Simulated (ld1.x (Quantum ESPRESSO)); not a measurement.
## Pseudopotential generation for Pb (Z = 82): TM, PBE, fully relativistic.

Pb, norm-conserving Troullier–Martins (Kleinman–Bylander form), made with ld1.x (Quantum ESPRESSO) 7.5 (PBE, fully relativistic). Core [Xe] 4f14, reference 5d10 6s2 6p2. Waves: 6p (bound): rc 2.80 bohr; 5d (bound): rc 1.45 bohr; 6s (bound): rc 2.05 bohr. Local part: the s channel. Core correction: Bessel-smoothed model core inside 1.45 bohr.

Open shells are filled in proportion to 2j + 1 (rel_dist='average').

All-electron outer shells of the reference configuration (PBE, scalar-relativistic, ld1.x):

```json
{"shell": "4f", "level (eV)": "-132.89", "outermost node (bohr)": "–", "outermost maximum (bohr)": "0.35"}
{"shell": "5p", "level (eV)": "-85.83", "outermost node (bohr)": "0.49", "outermost maximum (bohr)": "0.88"}
{"shell": "5d", "level (eV)": "-21.18", "outermost node (bohr)": "0.52", "outermost maximum (bohr)": "1.07"}
{"shell": "6s", "level (eV)": "-12.04", "outermost node (bohr)": "1.01", "outermost maximum (bohr)": "1.95"}
{"shell": "6p", "level (eV)": "-3.50", "outermost node (bohr)": "1.18", "outermost maximum (bohr)": "2.67"}
```

Problem. Does the generator finish with these settings?

Solution. Yes, a potential is produced and its reference levels are reproduced.

Problem. Estimate the cutoffs (Ry, on a coarse ladder) from which the occupation-weighted sum of valence levels, in a spherical-Bessel basis at the reference potential, stays within 10 and 1 mRy of its value at 400 Ry.

Solution. 55 Ry and 90 Ry.

Problem. What does a ghost test show?

Solution. No extra level below or beside the all-electron valence levels (p1/2, p3/2, d3/2, d5/2, s, f tested).

Problem. Which valence shell sets the plane-wave cutoff?

Solution. 5d: its level needs 55 Ry to come within 1 mRy, against 30 Ry for 6s.

Problem. Tests: 5d10 6s2 6p1; 5d10 6s2 6p0; 5d10 6s1 6p0; 5d10 6s2 6p2.3; 5d10 6s2 6p1.5; 5d10 6s0 6p4; 5d10 6s1 6p2. Which has the largest error in its energy relative to the reference configuration, and how large is it?

Solution. 5d10 6s1 6p0, with -33 meV (all-electron minus pseudo) on +52.71 eV.
